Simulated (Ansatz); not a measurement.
Geometry optimisation of CH$_{3}$AlBrCl.

```yaml
crystal:
  periodic: [false, false, false]
  atoms:
    - {symbol: Cl, position_ang: [-2.634570, 0.110701, 0.500350]}
    - {symbol: Al, position_ang: [-0.738076, 0.614441, -0.308037]}
    - {symbol: C, position_ang: [0.835288, -0.258440, 0.484116]}
    - {symbol: Br, position_ang: [0.625914, -1.549580, -1.068941]}
    - {symbol: H, position_ang: [-0.626855, 1.727645, -1.431203]}
    - {symbol: H, position_ang: [0.747393, -0.876546, 1.396504]}
    - {symbol: H, position_ang: [1.852106, 0.163680, 0.381510]}
basis:
  gaussian: {orbitals: def2-TZVP}
hamiltonian: {xc: pbe0, dispersion: d4}
relax: {f_tol: 0.005, max_steps: 150}
```

```sh
$ ansatz run in.yaml --threads 2 --pin off --events-out ev --progress --plain --max-ram 4352MiB
```

Output, abridged:

```
Functional definition: PBE0
mean field -90238.14346025 eV, -3316.1906065536 hartree, gradient 2.3e-5 eV, S^2 0.000000; 0 other end points of the search recorded, 0 dependent functions left out
relax step   1: F+E_penalty+E_count = -90238.29630712 eV  Δ(F+E_penalty+E_count) = +0.000e0 eV  max|allowed force component| = 5.631e-1 eV/Å  Δτ_max = 0.0000 Å  (28 SCF iters, accepted)
mean field -90238.16498176 eV, -3316.1913974546 hartree, gradient 2.1e-5 eV, S^2 0.000000; 0 other end points of the search recorded, 0 dependent functions left out
relax step   2: F+E_penalty+E_count = -90238.31906884 eV  Δ(F+E_penalty+E_count) = -2.276e-2 eV  max|allowed force component| = 1.784e-1 eV/Å  Δτ_max = 0.0271 Å  (32 SCF iters, accepted)
mean field -90238.16650551 eV, -3316.1914534516 hartree, gradient 1.9e-5 eV, S^2 0.000000; 0 other end points of the search recorded, 0 dependent functions left out
relax step   3: F+E_penalty+E_count = -90238.32110657 eV  Δ(F+E_penalty+E_count) = -2.038e-3 eV  max|allowed force component| = 5.792e-2 eV/Å  Δτ_max = 0.0175 Å  (32 SCF iters, accepted)
mean field -90238.16718975 eV, -3316.1914785966 hartree, gradient 1.9e-5 eV, S^2 0.000000; 0 other end points of the search recorded, 0 dependent functions left out
relax step   4: F+E_penalty+E_count = -90238.32166719 eV  Δ(F+E_penalty+E_count) = -5.606e-4 eV  max|allowed force component| = 7.784e-3 eV/Å  Δτ_max = 0.0053 Å  (33 SCF iters, accepted)
mean field -90238.16720320 eV, -3316.1914790911 hartree, gradient 1.9e-5 eV, S^2 0.000000; 0 other end points of the search recorded, 0 dependent functions left out
relax step   5: F+E_penalty+E_count = -90238.32167779 eV  Δ(F+E_penalty+E_count) = -1.060e-5 eV  max|allowed force component| = 4.810e-3 eV/Å  Δτ_max = 0.0007 Å  (32 SCF iters, accepted)
mean field -90238.16720320 eV, -3316.1914790911 hartree, gradient 1.9e-5 eV, S^2 0.000000; 1 other end points of the search recorded, 0 dependent functions left out
Total energy: -90238.32170793 eV, -3316.1971570352 hartree
Atom 0 at    -2.603596     0.099444     0.496103 Å, force    -0.001457    -0.000649    -0.000576 eV/Å
Atom 1 at    -0.730853     0.605971    -0.308349 Å, force     0.001648    -0.000682     0.002113 eV/Å
Atom 2 at     0.827919    -0.251827     0.483140 Å, force     0.004810    -0.003785    -0.001982 eV/Å
Atom 3 at     0.610521    -1.529263    -1.053973 Å, force    -0.000766     0.001692     0.002915 eV/Å
Atom 4 at    -0.611536     1.712272    -1.415853 Å, force    -0.000154     0.001299    -0.000865 eV/Å
Atom 5 at     0.739797    -0.862055     1.377931 Å, force    -0.002935     0.000256     0.000039 eV/Å
Atom 6 at     1.828948     0.157358     0.375300 Å, force    -0.001146     0.001869    -0.001644 eV/Å
Dipole moment:     0.476694     0.032761     0.135350 e Å
```

Hardware: 2 threads of an Arm Neoverse V1 on a shared host. Wall time 34 s, peak host memory 0.47 GiB.
